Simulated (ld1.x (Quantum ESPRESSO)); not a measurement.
Building the TM potential for sulfur (BP86, scalar-relativistic).

ld1.x (Quantum ESPRESSO) 7.5 input, shortened:

```
&input
   title='S', zed=16., rel=1, dft='BP', iswitch=3,
   config='[Ne] 3s2 3p2 3d-2'
 /
 &inputp
   pseudotype=2, tm=.true., lloc=-1, rcloc=0.95,
   nlcc=.false.
 /
3
3S  1  0   2.00   0.00  1.20  1.20  0.0
3P  2  1   2.00   0.00  1.40  1.40  0.0
3D  3  2  -2.00   0.50  1.40  1.40  0.0
 &test
   configts(1)='3s2 3p2'
 /
```

Poles of the logarithmic derivatives, all-electron (AE) and pseudo (PS). s: poles at 2.1 (AE) and -1.4, 3.0 (PS) Ry. p: poles at 3.2 (AE) and 2.5 (PS) Ry. d: poles at 3.6 (AE) and 3.6 (PS) Ry. Test radius 1.54 bohr.

* Cutoffs needed: 45 Ry and 110 Ry (the cutoffs (Ry, on a coarse ladder) from which the occupation-weighted sum of valence levels, in a spherical-Bessel basis at the reference potential, stays within 10 and 1 mRy of its value at 400 Ry)
* Ghost test: no extra level below or beside the all-electron valence levels (s, p, d, f tested) (spherical-Bessel basis up to 400 Ry, 20 bohr box)
* Largest excitation error: +676 meV (all-electron minus pseudo) for 3s2 3p0, out of 7 test configurations
